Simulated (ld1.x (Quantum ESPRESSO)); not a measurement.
# LDA (PZ) TM semilocal dataset for erbium, scalar-relativistic all-electron reference.

Er (Z = 68), norm-conserving Troullier–Martins (semilocal form), made with ld1.x (Quantum ESPRESSO) 7.5 (LDA (PZ), scalar-relativistic). Core [Xe], reference 4f11.5 5d0.5 6s2 6p0. Waves: 6s (bound): rc 2.85 bohr; 5d (bound): rc 2.70 bohr; 4f (bound): rc 0.65 bohr; 6p (bound, empty): rc 3.20 bohr. Local part: the p channel. Core correction: none.

All-electron outer shells of the reference configuration (LDA (PZ), scalar-relativistic, ld1.x):

```csv
shell,level (eV),outermost node (bohr),outermost maximum (bohr)
5s,-54.13,0.60,1.11
5p,-28.25,0.65,1.26
4f,-6.44,–,0.51
6s,-4.32,1.50,3.22
5d,-1.69,0.73,2.00
6p,-1.32,1.84,4.56
```

Task: Tests: 4f12 5d0 6s2 6p0; 4f12 5d0 6s1 6p0; 4f12 5d0 6s0 6p0; 4f12 5d0.5 6s1.5 6p0; 4f11 5d1 6s1 6p0; 4f12 5d0 6s0 6p2; 4f11 5d0 6s2 6p0. Which has the largest error in its energy relative to the reference configuration, and how large is it?

Result: 4f11 5d0 6s2 6p0, with -256 meV (all-electron minus pseudo) on +8.89 eV.

A Bessel basis up to 400 Ry misses an occupied level by 0.16 Ry, so cutoffs and ghosts were not judged.
